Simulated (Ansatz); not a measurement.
`C[N](C)[Zr]1234([NH2])([NH2])[C@H]5[C@@H]1[C@@H]2[C@@H]3[C@H]54`, 26 atoms. The species carries charge 0 and has multiplicity 1. Correlated methods include outer-core shells of Zr, which these sets cover unevenly. Zr takes the def2 core potential. Hardware: A = 4 threads of an AMD EPYC 7R13 on a shared host and a share of an NVIDIA H100 80 GB; B = 4 threads of a server CPU on a shared host. Correlated methods freeze the cores.

(1) How many basis functions does each run have, and how long does it take in Ansatz? direct RPA on PBE orbitals/def2-TZVPP energy [A]; RKS r2SCANh-D4/def2-TZVPP energy [A]; RKS PBE0-D4/def2-TZVPP energy [A]; RHF-CCSD(T)/def2-SVP energy [A]; RKS PBE0-D4/def2-TZVP relaxation (30 steps) [A]; RKS B2PLYP (frozen core)/def2-TZVPP energy [A]; RKS ωB97M-V/def2-SVP energy [B]; RKS PBE0-D4/def2-SVP energy [B]; RKS PBE0-D4/def2-QZVPP energy [A]; RHF-CCSD(T)/def2-TZVPP energy [A]; RKS BHLYP-D4/def2-TZVPP energy [A]; RHF-MP2/def2-QZVPP energy [A]. (Estimate.)

Answers

(1) Computed: Other jobs shared the machine, so times are rough.

| level | job | functions | wall time | peak host memory (GiB) |
| --- | --- | --- | --- | --- |
| RKS PBE0-D4/def2-TZVPP | energy [A] | 576 | 4.5 s | 1.2 |
| RKS PBE0-D4/def2-QZVPP | energy [A] | 1101 | 4.7 s | 1.8 |
| RKS r2SCANh-D4/def2-TZVPP | energy [A] | 576 | 4.7 s | 1.8 |
| RKS BHLYP-D4/def2-TZVPP | energy [A] | 576 | 4.9 s | 1.8 |
| direct RPA on PBE orbitals/def2-TZVPP | energy [A] | 576 | 5.5 s | 3.7 |
| RHF-CCSD(T)/def2-SVP | energy [A] | 246 | 6 s | 1.8 |
| RKS B2PLYP (frozen core)/def2-TZVPP | energy [A] | 576 | 6 s | 3.7 |
| RKS PBE0-D4/def2-SVP | energy [B] | 246 | 7 s | 1.8 |
| RHF-MP2/def2-QZVPP | energy [A] | 1101 | 17 s | 16 |
| RKS ωB97M-V/def2-SVP | energy [B] | 246 | 19 s | 1.8 |
| RKS PBE0-D4/def2-TZVP | relaxation (30 steps) [A] | 440 | 110 s | 1.1 |
| RHF-CCSD(T)/def2-TZVPP | energy [A] | 576 | 3.6 min | 3.6 |
